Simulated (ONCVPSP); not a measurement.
# gold (Au): excitation energies, all-electron against ONCV

Au (Z = 79), optimised norm-conserving Vanderbilt (ONCV), made with ONCVPSP 4.0.1 (PBE, scalar-relativistic). Core [Xe] 4f14, reference 5d10 6s0.75 (charge +0.25). Waves: 6s: rc 2.40 bohr, ncon 3, nbas 6, qcut 2.2 1/bohr, 2 projectors, debl 1.4 Ha; p scattering state at 0.3 Ha: rc 2.20 bohr, ncon 4, nbas 7, qcut 3.3 1/bohr, 2 projectors, debl 1.6 Ha; 5d: rc 2.15 bohr, ncon 3, nbas 7, qcut 7 1/bohr, 2 projectors, debl 1.9 Ha. Local part: polynomial inside 1.80 bohr (lpopt 3, dvloc0 3 Ha). Core correction: Teter function, fcfact 2, rcfact 1.8.

Energies are relative to the spin-unpolarised reference configuration 5d10 6s0.75; without spin polarisation the order of configurations can differ from experiment.

| valence configuration | charge | ΔE all-electron (eV) | error AE − PS (meV) |
| --- | --- | --- | --- |
| 5d10 6s1 | 0 | -1.660 | -1.8 |
| 5d10 6s0 | +1 | 7.748 | -32 |

Problem. What are ΔE and the potential's error for 5d9 6s0?

Solution. ΔE = 28.957 eV all-electron; the error (AE − PS) is -180 meV.

Problem. What are ΔE and the potential's error for 5d9 6s2?

Solution. ΔE = 0.032 eV all-electron; the error (AE − PS) is -12 meV.

Levels in the configuration 5d10 6s0:

```tsv
level	all-electron (eV)	pseudo (eV)
5d	-15.328	-15.401
```

Note: no bound ghost flagged; GHOST(+) flagged for s at 88.3 eV, p at 345.4 eV.
